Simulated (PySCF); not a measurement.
Worked example: oscillator strength and radiative lifetime

H5NOSn, SMILES [NH2][SnH2][OH].

Geometry optimised at r2SCAN-D4/def2-SVP. The geometry has at least one imaginary mode, so it is a saddle point at that level. The def2 effective core potentials stand for the cores of Sn; spin–orbit coupling is left out. One conformer was computed; it need not be the lowest.

TDA-CAM-B3LYP/def2-SVPD (PySCF) puts the first singlet state with f over 0.02 at 6.31 eV (vertical), with the transition dipole (0.235, 0.624, 0.000) in atomic units.

Q: Find the oscillator strength, the wavelength and the radiative lifetime that this transition would have in vacuum if emission retraced absorption.

A: 
|μ|² = 0.4446 au, so |μ| = 1.69 D. ΔE = 6.31/27.211 = 0.2319 hartree. f = (2/3) ΔE |μ|² = 0.069 (the program prints 0.069).
λ = 1239.84/6.31 = 196 nm; ν = 50894 cm⁻¹.
Einstein's coefficient A = 0.6670 ν² f s⁻¹ (ν in cm⁻¹) = 1.2e8 s⁻¹, so τ = 1/A = 8.4 ns. This state is S1. The figure is the radiative limit of this one transition; relaxation, internal conversion, crossing to triplets and a medium change what is measured.
